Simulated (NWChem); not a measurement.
Molecule: CH3ISn, singlet; SMILES [I][Sn][CH3]

```xyz
6

Sn    -0.3080     1.2872    -0.0060
I      0.0497    -1.4484     0.0071
C      1.8405     1.7538    -0.0014
H      2.0103     2.8416    -0.0233
H      2.3277     1.2911    -0.8749
H      2.3111     1.3313     0.9014
```
Atoms are numbered in this order, from 1.

All runs: NWChem. Low-valent species are run as closed-shell singlets; no triplet was tried in these runs. Coordinates come from a PBE0/def2-SVP optimisation. def2 effective core potentials on Sn, I; no spin-orbit coupling. Static field.

Question: Estimate the computed values for PBE/def2-SVPD. Quantities: isotropic polarisability (bohr³); anisotropy (bohr³).

Answer: 
- isotropic polarisability (bohr³) = 101.0
- anisotropy (bohr³) = 51.1
